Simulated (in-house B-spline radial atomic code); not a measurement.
Values are calculated unless marked as measured or tabulated.
# Building a PAW s channel for Si, r_c = 1.92 bohr

Si, [Ne] 3s2 3p2, non-relativistic LDA (VWN5), spherical and spin-unpolarised, from a B-spline radial code for spherical atoms (atomic units; all potentials screened as in the neutral atom).

Two all-electron partial waves φ1, φ2 are integrated outwards at E1 = ε(3s) = -0.398139 and E2 = E1 + 1.5 hartree; φ1 is the bound orbital and φ2 has unit norm inside r_c = 1.924 bohr. Smooth partners are polynomials, r^1(a0 + a1 r² + a2 r⁴ + a3 r⁶), matched to φ and three derivatives at r_c, with no condition on the norm. The local potential is -4.44552 + (2.57538) r² + (-0.679843) r⁴ + (0.0681888) r⁶ inside 1.5752 bohr and the all-electron one outside.

```csv
wave,φ(r_c),φ'(r_c),a0,a1,a2,a3
1,0.7287909,-0.103087,0.5598671,-0.006846697,-0.01836076,0.001889864
2,0.09865014,-2.445664,2.100437,-0.7577669,0.05188353,0.0008851352
```

Inside r_c the overlaps are <φi φj> = [[0.43849, 0.59074], [0.59074, 1.00000]] and, for the smooth waves, [[0.52853, 0.88459], [0.88459, 1.92630]]. With χj = (Ej − T − V_local) applied to smooth wave j, the program's quadrature gives the matrix B_ij = <smooth i, χj> as [[0.48954, 1.69917], [1.25839, 4.47753]].

(1) Check the match of the first wave, and find the augmentation charges q_ij.

(2) B isn't symmetric. Show that D_ij = B_ij + Ej q_ij is.

Solving (T + V_local + Σ p D p) ψ = E (1 + Σ p q p) ψ in a sphere of 9 bohr gives these levels:

| all-electron | one projector | two projectors |
| --- | --- | --- |
| -0.398127 | -0.398127 | -0.398127 |
| 0.031241 | 0.030037 | 0.031234 |
| 0.332958 | 0.325778 | 0.332939 |
| 0.794674 | 0.758150 | 0.794662 |
| 1.402700 | 1.243880 | 1.402660 |

(3) What does the second projector gain?

## Answers

(1) At r_c the four terms are 1.07718, -0.04876, -0.48408, 0.18444, which sum to 0.7288, φ1(r_c) to rounding. q_ij is the all-electron overlap less the smooth one: [[-0.09005, -0.29386], [-0.29386, -0.92630]]. The smooth first wave has a norm of 0.5285 inside r_c against 0.4385, so q11 is negative and must stay small enough for the overlap operator to be positive.

(2) Integrating by parts gives B12 − B21 = (E1 − E2) q12: 1.69917 − (1.25839) = 0.44078, and −1.5 × (-0.29386) = 0.44078. So D12 = 1.69917 + (1.101861)(-0.29386) = 1.37538 and D21 = 1.25839 + (-0.398139)(-0.29386) = 1.37539; D11 = 0.52539, D22 = 3.45688. The projectors, p = (B⁻¹)ᵀ χ, are dual to the smooth waves; det B = 0.054.

(3) With one projector the errors are 0.00, -1.20, -7.18, -36.52, -158.82 millihartree. With two the errors are 0.00, -0.01, -0.02, -0.01, -0.04 millihartree. The scattering is exact at E1 and at E2 = 1.102, and over all levels compared the largest error is 0.04 millihartree. The lowest eigenvalue of the overlap operator is 0.6504 with one and 0.09275 with two projectors, close enough to zero to make that set ill-conditioned. The smooth orbital alone needs a cutoff of 4.5 hartree for 1 millihartree of kinetic energy, against 12.7 for a norm-conserving Troullier-Martins orbital of the same radius; part of the gain comes from giving up the norm, part from the simpler form.
